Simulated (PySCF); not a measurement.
**B²⁺ (boron, charge +2): UHF calculation**

Configuration: [He] 2s1, 2S determinant. All numbers are calculated (PySCF 2.14, the non-relativistic Hamiltonian (point nucleus), in aug-cc-pVQZ with one added diffuse shell each of s, p, d, f, g type (7s6p5d4f3g, 105 functions)).

* Total energy: -23.375948 hartree
* One-electron energy: -27.7468 hartree
* Hartree (Coulomb) energy: 7.6015 hartree
* Exchange energy: -3.2306 hartree
* Kinetic energy: 23.37851 hartree
* ⟨S²⟩: 0.7500
* ⟨L²⟩: 0.000
* Sum of ⟨r⟩: 2.287 bohr
* Sum of ⟨r²⟩: 3.415 bohr²
* Density at the nucleus (Gaussians lack the cusp): 70.1 bohr⁻³
* Spin density at the nucleus: 2.53 bohr⁻³
* Langevin diamagnetic susceptibility: -2.70 ×10⁻⁶ cm³/mol

```
shell  electrons  mean orbital energy (eV)  rms radius, mean of both spins (bohr)
 1s α          1                   -240.54                                  0.377
 1s β          1                   -238.80                                  0.377
 2s α          1                   -37.822                                   1.77
```
